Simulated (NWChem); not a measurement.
System: C$_{2}$H$_{2}$Cl, doublet; SMILES ClC=[CH]

Computed with NWChem. Pople sets run with spherical d functions. Spin-unrestricted. In the optimisation the excess spin sits in a' (Cs, its own frame). The geometry was optimised at PBE0/def2-SVP, spin-unrestricted. No stability test was run on the SCF state. Solvent water, SMD (1 M gas to 1 M solution), gas-phase geometry. Reactions with the solvent are ignored.

| level | basis functions | solvation free energy (kcal/mol) | cavity-dispersion-structure term (kcal/mol) | dipole in solution (D) | relative time |
|---|---|---|---|---|---|
| B3LYP/STO-3G | 21 | 1.5 | 3.6 | 1.79 | 1 |
| B3LYP/3-21G | 35 | 0.3 | 3.6 | 1.59 | 1 |
| B3LYP/6-31G* | 50 | 0.6 | 3.6 | 1.42 | 3 |
| B3LYP/6-31+G* | 62 | 0.3 | 3.6 | 1.28 | 4 |
| B3LYP/6-311G** | 74 | 0.4 | 3.6 | 1.41 | 4 |
| B3LYP/6-311++G** | 88 | 0.4 | 3.6 | 1.24 | 6 |

The last column is a rough cost ratio, cheapest run = 1.
